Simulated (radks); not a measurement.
Task: Successive ionisation energies (eV) of one element, from differences of total energies of ions in their ground configurations, starting at charge 22: 646.62, 692.78, 740.03, 788.35, 837.71, 888.07, 939.41, 1202.0, 1252.3, 1303.0, 1354.1, 1405.5, 1471.2, 1524.8, 1578.7, 1633.0, 1687.6, 1943.7, 1997.7, 2051.2, 2120.7, 2176.1. All-electron calculation, scalar-relativistic Kohn-Sham, PBE, spin-polarised, spherical densities, finite nucleus; open shells are filled with parallel spins first (spin-orbit coupling, left out, can overturn this in heavy ions); Fermi nuclear charge, rms radius 5.3698 fm. Program: a radial shooting solver on a logarithmic mesh with Libxc functionals. Which element is it?

Result: Rhenium (Z = 75). The first species listed is Re22+ in [Kr] 4d10 4f7, the last Re43+ in [Ar] 3d10 4s2 4p2.
